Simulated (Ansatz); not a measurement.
Ansatz (a first-principles code) input:

Ansatz 0.2 input:
```yaml
crystal:
  periodic: [false, false, false]
  atoms:
    - {symbol: C, position_ang: [-0.00529041, -1.48424419, -0.02858904]}
    - {symbol: N, position_ang: [1.18390376, -0.75468259, -0.05939923]}
    - {symbol: C, position_ang: [1.17032292, 0.57143889, -0.03316372]}
    - {symbol: C, position_ang: [0.00472241, 1.32489047, 0.02551962]}
    - {symbol: C, position_ang: [-1.16622566, 0.57806317, 0.05530507]}
    - {symbol: N, position_ang: [-1.18925972, -0.74795450, 0.03045591]}
    - {symbol: H, position_ang: [2.14140852, 1.07752985, -0.06006219]}
    - {symbol: H, position_ang: [0.00859154, 2.41038970, 0.04642816]}
    - {symbol: H, position_ang: [-2.13368387, 1.08965005, 0.10180572]}
basis:
  gaussian:
    orbitals: def2-TZVPD
hamiltonian:
  xc: {name: BHLYP}
total_charge: -1
output: {forces: true}
```

**Question.** Which total energy does the run end on?

**Answer.** -263.60593 Eh (BHLYP/def2-TZVPD). The basis has 249 functions.

It need not be the lowest isomer of its formula. Whether it binds its extra electron was not tested at this geometry.
